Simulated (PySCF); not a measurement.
C5H7F, SMILES F[C@H]1C=CCC1.

Geometry optimised at PBE-D3(BJ)/def2-SVP. The structure was generated by enumeration; whether it is a known compound was not checked. The values are those of a single conformer.

The numbers are results of PBE/def2-TZVP run with PySCF, not measurements.

Computed frontier levels, gap, dipole moment and polarisability:
The highest occupied level is -6.27 eV and the lowest empty level is -1.08 eV. The orbital gap is 5.19 eV, the dipole moment is 2.05 D and the quadrupole, principal values (traceless, Buckingham form, about the centre of nuclear charge) is -4.74, 1.60, 3.14 D·Å. The mean static polarisability is 59.0 bohr³ (8.75 Å³) and the polarisability, principal values comes out as 46.8, 60.6, 69.7 bohr³.
